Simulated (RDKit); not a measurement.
Input for RDKit: UFF on BF2GeH3 (SMILES F[B](F)[GeH3]), a point of a torsion scan.

```python
from rdkit import Chem
from rdkit.Chem import AllChem, rdDetermineBonds

blocks = [
'''7

F     1.85866535   -1.22562785    0.02308282
B     1.19957299   -0.08966684    0.00117766
F     1.97772055    0.96850339   -0.02687835
Ge   -0.81416700    0.03076256    0.00971100
H    -1.50341811   -1.28738804    0.04326875
H    -1.35499658    0.79409028    1.16895806
H    -1.36800016    0.74136902   -1.17658865
''',
]
mol = None
for b in blocks:
    f = Chem.MolFromXYZBlock(b)
    rdDetermineBonds.DetermineBonds(f, charge=0)
    mol = f if mol is None else Chem.CombineMols(mol, f)
Chem.SanitizeMol(mol)
print(Chem.MolToSmiles(Chem.RemoveHs(mol)))
ff = AllChem.UFFGetMoleculeForceField(mol, vdwThresh=100.0, ignoreInterfragInteractions=False)
e = ff.CalcEnergy()
print(f'UFF energy {e:.6f} kcal/mol')
```

The log:

```
F[B](F)[GeH3]
UFF energy 15.330499 kcal/mol
```

The run finished.

Cost: roughly 0.020 core-seconds.
